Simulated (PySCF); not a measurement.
## Hf: excitation energy

Hf [Xe] 4f14 5d2 6s2 (3F) → Hf [Xe] 4f14 5d4 (5D), as a difference of total energies. All numbers are calculated (PySCF 2.14, scalar relativity through the core potential, in aug-cc-pwCVTZ-PP with ECP60MDF (8s8p7d4f3g, 122 functions)). Correlated levels: valence: 5s2 5p6 frozen; valence and next inner shell: nothing frozen outside the core potential. The calculations carry no spin-orbit coupling.

| method | excitation energy (eV) |
| --- | --- |
| UHF | 4.374 |
| LDA | 4.120 |
| PBE | 3.992 |
| PBE0 | 4.078 |
| r2SCAN | 4.103 |
| HSE06 | 4.111 |
| wB97X-V | 4.672 |
| M06-L | 4.988 |
| MP2 (valence) | 4.723 |
| SCS-MP2 (valence) | 5.401 |
| MP2 (valence and next inner shell) | 4.771 |
| SCS-MP2 (valence and next inner shell) | 5.359 |

How much does correlation contribute at MP2 (valence and next inner shell)?

4.771 − (4.374) = 0.397 eV, measured against UHF.
